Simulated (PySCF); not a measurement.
Ga(NH2)3 (GaH6N3), SMILES [NH2][Ga]([NH2])[NH2]. The structure is a stationary point at PBE-D3(BJ)/def2-SVP. The structure was generated by enumeration; whether it is a known compound was not checked. Other conformers were not sampled.

Computed with PBE-D3(BJ)/def2-SVP in PySCF.

Harmonic wavenumbers (cm⁻¹): 111, 159, 164, 182, 269, 280, 319, 344, 388, 628, 680, 688, 689, 793, 794, 1479, 1485, 1496, 3476, 3480, 3481, 3573, 3579, 3579. Rotational constants (GHz): 5.608, 5.562, 2.812; symmetry number 1.

**Question.** Work out the zero-point energy and the ideal-gas rigid-rotor harmonic-oscillator thermochemistry at 298.15 K and 1 atm.

**Answer.** ZPE = ½ Σ hcν = ½ × 32117 cm⁻¹ = 192.10 kJ/mol. H − E(el) = 215.72 kJ/mol. Entropy in J/(mol K): translation 168.22, rotation 107.56, vibration 79.94, total 355.72. G − E(el) = 109.66 kJ/mol. Cp = 120.48 J/(mol K). Modes under 150 cm⁻¹ make the vibrational entropy uncertain.
